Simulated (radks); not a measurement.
Results of a calculation; reference values are marked as such.
Mo1.5+, configuration [Ar] 3d10 4s2 4d(up 2.5, down 2.5) 4p(up 2.75, down 2.75) (fractional occupations, a model configuration).

Level of theory: scalar-relativistic Kohn-Sham, PBE, spin-polarised, spherical densities, finite nucleus; Fermi nuclear charge, rms radius 4.4091 fm (a radial shooting solver on a logarithmic mesh with Libxc functionals).

Energy parts (hartree):
part                       energy
total                 -4047.42044
kinetic                4173.12815
electron-nucleus      -9734.49637
Hartree                1637.03046
exchange-correlation   -123.08268

Orbitals (lengths in bohr, moments of r in powers of bohr):
orbital,occ.,eigenvalue (hartree),<1/r>
1s,2,-728.9755,43.55
2s,2,-103.3934,9.805
2p,6,-92.48832,9.533
3s,2,-18.02081,3.366
3p,6,-14.44595,3.201
3d,10,-8.62890,2.969
4s,2,-2.85112,1.234
4p,5.5,-1.89561,1.093
4d,5,-0.58432,0.7537

The highest occupied level is 4d at -15.900 eV. Summed over all electrons, <r^2> = 35.21 bohr^2, which gives a Langevin (diamagnetic) susceptibility term of -27.9 x 10^-6 cm^3/mol.

Run on one thread of a shared host, so times are rough (Arm Neoverse V2): 0.18 s of CPU time, 0.18 s wall, 15 iterations on 2225 mesh points.
